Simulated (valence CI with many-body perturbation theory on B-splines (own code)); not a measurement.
## Which ion has this spectrum?

A relativistic CI+MBPT calculation for an atom or ion with 23 electrons gives these levels (cm⁻¹):

```tsv
J	Parity	E	g
5/2	even	0	1.25
5/2	even	672141	1.32
7/2	even	771426	1.16
11/2	even	780323	1.09
3/2	even	789966	1.13
9/2	even	832380	1.13
5/2	even	867887	1.12
7/2	even	905362	1.06
1/2	even	906043	1.76
3/2	even	1064918	0.80
5/2	even	1433370	1.32
7/2	even	1511019	1.21
11/2	even	1511856	1.09
9/2	even	1530354	1.14
```

The energies are calculated, and their last digits are not significant.

Q: Which is it?
A. Tl58+
B. Pb59+
C. Au56+
D. Os53+

A: C. Au56+, ground level (3d3/2^4 3d5/2) J=5/2.
